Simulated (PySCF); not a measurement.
O2P2, SMILES o1p2op12. Coordinates come from a PBE-D3(BJ)/def2-SVP optimisation.

These are PySCF 2.14.0 with PBE-D3(BJ)/def2-SVP values and carry that method's errors.

Harmonic wavenumbers (cm⁻¹): 424, 591, 600, 696, 706, 840. Rotational constants (GHz): 12.35, 5.090, 3.605; symmetry number 4.

Problem. Work out the zero-point energy and the ideal-gas rigid-rotor harmonic-oscillator thermochemistry at 298.15 K and 1 atm.

Solution. ZPE = ½ Σ hcν = ½ × 3857 cm⁻¹ = 23.07 kJ/mol. H − E(el) = 35.36 kJ/mol. Entropy in J/(mol K): translation 165.40, rotation 92.09, vibration 10.80, total 268.29. G − E(el) = -44.63 kJ/mol. Cp = 57.29 J/(mol K).
